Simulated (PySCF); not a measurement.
Two species compared at the same levels of theory.

First species: C6H7BN2.
Structure used (PBE0-D3(BJ)/def2-SVP), in Å, numbered top down from 1:
```xyz
16
C6H7BN2 angstrom
C      3.6393   -0.6722   -0.8600
C      2.5250    0.1656   -0.4447
C      1.6073    0.8873   -0.0949
B      0.4346    1.8158    0.3556
N     -0.8500    0.9402    0.4186
C     -1.7841    0.2740    0.4594
C     -2.9427   -0.6080    0.5145
C     -4.1973    0.0814    0.2233
N     -5.1983    0.6109   -0.0031
H      3.6117   -0.8818   -1.9418
H      3.6385   -1.6399   -0.3323
H      4.6025   -0.1826   -0.6434
H      0.1434    2.7021   -0.4380
H      0.5388    2.2658    1.4899
H     -2.9962   -1.0674    1.5167
H     -2.7930   -1.4275   -0.2096
```

Second species: C6H7BN2.
InChI=1S/C6H7BN2/c1-2-3-4-6-5-8-7-9-6/h1,6-9H,5H2/t6-/m0/s1

Levels: wB97X-D/def2-SVPD for HOMO energy, LUMO energy, HOMO–LUMO gap and static isotropic polarisability; TDDFT wB97X-D/def2-SVPD for lowest singlet excitation; TDA wB97X-D/def2-SVPD for lowest triplet excitation (Tamm–Dancoff); ΔSCF wB97X-D/def2-SVPD for vertical ionisation energy. Geometries: PBE0-D3(BJ)/def2-SVP. All species are isolated and taken at one optimised geometry, non-relativistic unless stated. Electronic properties by PySCF.

(1) Which has the higher LUMO energy?

(2) Which of the two has the higher static isotropic polarisability, and by how much?

(3) Which of the two has the higher T1 energy, and by how much?

(4) Which has the higher HOMO–LUMO gap?

(5) Which of the two has the higher HOMO energy, and by how much?

Answers

(1) The second: 0.96 eV against 0.15 eV, a difference of 0.81 eV.

(2) The second: 103.5 au against 102.5 au, a difference of 1.0 au.

(3) The first: 4.56 eV against 3.84 eV, a difference of 0.72 eV.

(4) The second: 9.33 eV against 8.40 eV, a difference of 0.93 eV.

(5) The first: -8.25 eV against -8.37 eV, a difference of 0.12 eV.

On the first: The polarisability is 15.19 Å³ as a volume (1 au = 0.148185 Å³), or 1.65 au for each of the 62 electrons. In wavenumbers S1 is 37800 cm⁻¹ (1 eV = 8065.54 cm⁻¹).

On the second: The vertical singlet–triplet gap S1 − T1 is 0.82 eV (TDDFT singlet less Tamm–Dancoff triplet; S1: HOMO−1→LUMO, weight 0.78; T1: HOMO−2→LUMO, weight 0.47, beside HOMO−1→LUMO+1, weight 0.41). The principal polarisabilities are 71.7, 78.4 and 160.6 au; their mean is the isotropic value.
